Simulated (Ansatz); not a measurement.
`N=[CH][AlH][CH2][SiH3]` + `OC(F)[SiH3]` → `FC([SiH3])O[SiH3]` + `[CH3][AlH][CH]=N`  (ligand exchange at the Si–C bond)

Gas-phase electronic energies from Ansatz, PBE0-D4/def2-TZVP geometries. CCSD(T)/CBS adds triple-zeta CCSD(T) − MP2 to the extrapolated MP2 energy (def2 sets, frozen cores). Functionals use def2-TZVPP. Each species was taken in one conformer, which may not be the lowest.

(1) Is it downhill or uphill in electronic energy at CCSD(T)/CBS, and by how much? (Estimate.)

(2) What do these levels give: PBE-D4, ωB97X-V, B2PLYP, PBE, SCS-MP2/def2-TZVPP, CCSD/def2-TZVPP, CCSD(T)/def2-TZVPP, HF/def2-QZVPP, MP2/def2-QZVPP, SCS-MP2/def2-QZVPP, HF/CBS(def2), CCSD/CBS(def2)? (Best estimate.)

Largest T1 diagnostic among the species: 0.012.

Answers

(1) Ansatz gave: Downhill: ΔE = -71.5 kJ/mol.

(2) The calculation gave: PBE-D4 -58.6, ωB97X-V -72.4, B2PLYP -76.4, PBE -58.4, SCS-MP2/def2-TZVPP -77.1, CCSD/def2-TZVPP -74.2, CCSD(T)/def2-TZVPP -71.5, HF/def2-QZVPP -91.0, MP2/def2-QZVPP -73.0, SCS-MP2/def2-QZVPP -77.2, HF/CBS(def2) -91.1, CCSD/CBS(def2) -74.2 kJ/mol.

In def2-TZVPP, CCSD(T) changes the Hartree–Fock value by +18.3 kJ/mol (the triples alone add +2.7 kJ/mol) and MP2 by +17.2 kJ/mol. From PBE to PBE0 (25 % exact exchange), in def2-TZVPP and without D4, ΔE moves by −3.3 kJ/mol.
